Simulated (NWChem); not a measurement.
System: AgH2OI; SMILES [OH2]->[Ag][I]

Computed with NWChem. Structure relaxed at the PBE0/def2-SVP level. def2 effective core potentials on Ag, I; no spin-orbit coupling. B3LYP is NWChem's, with the RPA form of VWN correlation. Vertical excitations in the gas phase; the lowest state need not have the same character in each row.

| level | lowest excitation, singlet (eV) | lowest state with f > 0.02, singlet (eV) | oscillator strength of that bright state | orbital gap (eV) |
|---|---|---|---|---|
| PBE/def2-SVP, TDA | 2.85 | 4.11 | 0.086 | 2.74 |
| B3LYP/def2-SVP, TDA | 3.27 | 4.43 | 0.098 | 4.04 |
| CAM-B3LYP/def2-SVP, TDA | 3.92 | 4.86 | 0.099 | 6.55 |
| LRC-wPBEh/def2-SVP, TDA | (withheld) | (withheld) | 0.102 | (withheld) |

Question: Some entries are withheld; supply them.

Answer: 
- LRC-wPBEh/def2-SVP, TDA, lowest excitation, singlet (eV): 4.13
- LRC-wPBEh/def2-SVP, TDA, lowest state with f > 0.02, singlet (eV): 5.00
- LRC-wPBEh/def2-SVP, TDA, orbital gap (eV): 7.92
